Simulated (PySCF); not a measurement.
C2H2F4, SMILES FC(F)C(F)F.

Coordinates come from a B3LYP-D3(BJ)/def2-SVP optimisation. The values are those of a single conformer.

All values below come from PBE/def2-TZVP (PySCF).

Gas-phase values at a fixed geometry.

Computed frontier levels, gap, dipole moment and polarisability:
```yaml
highest_occupied_level: -8.07 eV
lowest_empty_level: 0.40 eV
orbital_gap: 8.47 eV
dipole_moment: 0.000 e·Å
quadrupole, principal values (traceless, Buckingham form, about the centre of nuclear charge): -4.10, -3.25, 7.35 D·Å
mean_static_polarisability: 29.1 bohr³ (4.32 Å³)
polarisability_principal_values: 28.0, 29.3, 30.1 bohr³
```
